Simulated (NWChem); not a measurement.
Program: NWChem. System: As$_{2}$, charge 0, spin multiplicity 1, displaced from the optimised geometry.

Job file:

```
start mol
memory heap 100 mb stack 700 mb global 1900 mb
geometry units angstroms nocenter noautoz noautosym
  As     0.000000     0.000000     0.731942
  As     0.000000     0.000000    -1.045631
end
basis spherical
  * library def2-svp
end
scf
  rhf
  nopen 0
  maxiter 100
  thresh 1e-7
  semidirect memsize 60000000 filesize 0
end
tce
  freeze core 18
  cr-ccsd(t)
  2eorb
  2emet 13
  thresh 1e-6
  maxiter 100
  tilesize 24
end
task tce energy
```

The output up to the point where the run's verdict is printed (cleaned and shortened):

```
             Northwest Computational Chemistry Package (NWChem) 7.3.0
             --------------------------------------------------------

                                NWChem Input Module
                                -------------------

 Scaling coordinates for geometry "geometry" by  1.889725989
 (inverse scale =  0.529177249)

                             Geometry "geometry" -> ""
                             -------------------------

 Output coordinates in angstroms (scale by  1.889725989 to convert to a.u.)

  No.       Tag          Charge          X              Y              Z
 ---- ---------------- ---------- -------------- -------------- --------------
    1 As                  33.0000     0.00000000     0.00000000     0.73194200
    2 As                  33.0000     0.00000000     0.00000000    -1.04563100

 Effective nuclear repulsion energy (a.u.)     324.1914813966

            Nuclear Dipole moment (a.u.)
            ----------------------------
        X                 Y               Z
 ---------------- ---------------- ----------------
     0.0000000000     0.0000000000   -19.5619464358


 Summary of "ao basis" -> "" (spherical)
 ------------------------------------------------------------------------------
       Tag                 Description            Shells   Functions and Types
 ---------------- ------------------------------  ------  ---------------------
 *                          def2-svp                  on all atoms

 Summary of "ao basis" -> "ao basis" (spherical)
 ------------------------------------------------------------------------------
       Tag                 Description            Shells   Functions and Types
 ---------------- ------------------------------  ------  ---------------------
 As                         def2-svp                12       32   5s4p3d

                                 NWChem SCF Module
                                 -----------------

  ao basis        = "ao basis"
  functions       =    64
  atoms           =     2
  closed shells   =    33
  open shells     =     0
  charge          =   0.00
[...]
     2   2 0 0    -25.854239      0.000000      0.000000
     2   1 1 0      0.000000      0.000000      0.000000
     2   1 0 1      0.000000      0.000000      0.000000
     2   0 2 0    -25.854239      0.000000      0.000000
     2   0 1 1     -0.000000      0.000000      0.000000
     2   0 0 2    -27.262030      0.000000    191.979518

                   NWChem Extensible Many-Electron Theory Module
                   ---------------------------------------------


            General Information
            -------------------
      Number of processors :     1
         Wavefunction type : Restricted Hartree-Fock
          No. of electrons :    66
           Alpha electrons :    33
            Beta electrons :    33
           No. of orbitals :   128
            Alpha orbitals :    64
             Beta orbitals :    64
        Alpha frozen cores :    18
         Beta frozen cores :    18
     Alpha frozen virtuals :     0
      Beta frozen virtuals :     0
         Spin multiplicity : singlet
    Number of AO functions :    64
       Number of AO shells :    24
        Use of symmetry is : off
      Symmetry adaption is : off
         Schwarz screening : 0.10D-09

          Correlation Information
          -----------------------
          Calculation type : Coupled-cluster singles & doubles w/ perturbation
   Perturbative correction : Completely renormalized (T)
            Max iterations :      100
        Residual threshold : 0.10D-05
     T(0) DIIS level shift : 0.00D+00
     L(0) DIIS level shift : 0.00D+00
     T(1) DIIS level shift : 0.00D+00
     L(1) DIIS level shift : 0.00D+00
     T(R) DIIS level shift : 0.00D+00
     T(I) DIIS level shift : 0.00D+00
   CC-T/L Amplitude update :  5-th order DIIS
                I/O scheme : Global Array Library
        L-threshold :  0.10D-05
        EOM-threshold :  0.10D-05
 no EOMCCSD initial starts read in
 TCE RESTART OPTIONS
 SLICE:      F
 D4D5:       F
 quantumc:   F
 qrotation:  F
 pwtce:      F
 qducc:      F
 nacto:                         0
 nrotv:                         0
 nrot:                          0

            Memory Information
            ------------------
          Available GA space size is     249032704 doubles
          Available MA space size is     104854188 doubles

 Maximum block size supplied by input
 Maximum block size        24 doubles

 tile_dim =     16

 -------------------------------------------------

 Global array virtual files algorithm will be used

 Parallel file system coherency ......... OK

 4-electron integrals stored in orbital form

 v2    file size   =          1161766
 4-index algorithm nr.  13 is used
 imaxsize =       30
 imaxsize ichop =        0


CCSD iterations
 ---------------------------------------------------------
 Iter          Residuum       Correlation     Cpu    Wall
 ---------------------------------------------------------
    1   0.1702114500628  -0.4378647858271     0.2     0.2
    2   0.0347828899189  -0.4249677327038     0.2     0.2
    3   0.0119405723812  -0.4332427925943     0.3     0.3
    4   0.0051336397943  -0.4336468527909     0.2     0.2
    5   0.0024695591787  -0.4343455412816     0.2     0.2
    6   0.0006853970139  -0.4346450675794     0.2     0.2
    7   0.0002764903890  -0.4346744312018     0.2     0.2
    8   0.0001371514976  -0.4346702115641     0.2     0.2
    9   0.0000729689046  -0.4346715076617     0.2     0.2
   10   0.0000397051151  -0.4346727474464     0.2     0.2
   11   0.0000048393919  -0.4346748939077     0.2     0.2
   12   0.0000015178845  -0.4346748660780     0.2     0.2
   13   0.0000006111929  -0.4346750866964     0.2     0.2
 -----------------------------------------------------------------
 Iterations converged
 CCSD correlation energy / hartree =        -0.434675086696357
 CCSD total energy / hartree       =     -4468.205288424921491

 Singles contributions

 Doubles contributions
 CR-CCSD(T)
```

The program stopped with an error. NWChem stopped with the message: ccsd_t 3.
